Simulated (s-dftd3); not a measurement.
C$_{2}$H (SMILES [C-]#C), charge -1, singlet, at a GFN2-xTB geometry; D3(zero) for bp86 (s-dftd3 1.4.0).

The s-dftd3 input:
```
$ s-dftd3 mol.xyz --zero bp86 --json dftd3.json --noedisp --grad

# file mol.xyz
3

C     -0.00000000    -0.00000000    -0.47996454
C      0.00000000     0.00000000     0.74605881
H     -0.00000000    -0.00000000    -1.59656562
```

Output, abridged:

```
-----------------------------------
 s i m p l e   D F T - D 3  v1.4.0
-----------------------------------

Zero (Chai-Head-Gordon) damping: bp86-D3(0)
--------------------
  s6         1.0000
  s8         1.6830
  s9         0.0000
 rs6         1.1390
 rs8         1.0000
 alp        14.0000
--------------------

Dispersion energy:      -2.0817743013312E-04 Eh

Gradient norm:           4.6046559794431E-04 Eh/a0
--------------------------------------------------
     #    Z           dE/dx      dE/dy      dE/dz
--------------------------------------------------
     1    6 C     0.000E+00  0.000E+00 -2.470E-06
     2    6 C     0.000E+00  0.000E+00 -3.244E-04
     3    1 H     0.000E+00  0.000E+00  3.268E-04
--------------------------------------------------

Virial:
--------------------------------------------------
      component           x          y          z
--------------------------------------------------
          x       0.000E+00  0.000E+00  0.000E+00
          y       0.000E+00  0.000E+00  0.000E+00
          z       0.000E+00  0.000E+00 -1.441E-03
--------------------------------------------------

[Info] JSON dump of results written to 'dftd3.json'
```
